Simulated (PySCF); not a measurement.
**Ionisation energy of Ne(9+) by level of theory**

Ne(9+) 1s1 (2S) → Ne(10+) (bare nucleus), as a difference of total energies. All numbers are calculated (PySCF 2.14, the non-relativistic Hamiltonian (point nucleus), in an even-tempered Gaussian basis (15 s from 3.6 bohr⁻², ratio 2.2; 7 p from 5.6 bohr⁻², ratio 2.4; 4 d from 17 bohr⁻², ratio 2.4; 3 f from 25 bohr⁻², ratio 2.4; 3 g from 38 bohr⁻², ratio 2.4)). The calculations carry no spin-orbit coupling.

| method | ionisation energy (eV) | difference from reference (eV) |
| --- | --- | --- |
| UHF | 1360.6 | -1.6 |
| LDA | 1349.9 | -12.3 |
| PBE | 1359.0 | -3.2 |
| PBE0 | 1359.4 | -2.8 |
| r2SCAN | 1360.6 | -1.6 |
| r2SCANh | 1360.6 | -1.6 |
| MN15 | 1360.6 | -1.6 |

Reference: 1362.2 eV (theoretical estimate listed by NIST; NIST Atomic Spectra Database, ionization energies).

These non-relativistic numbers lack the scalar-relativistic shift.
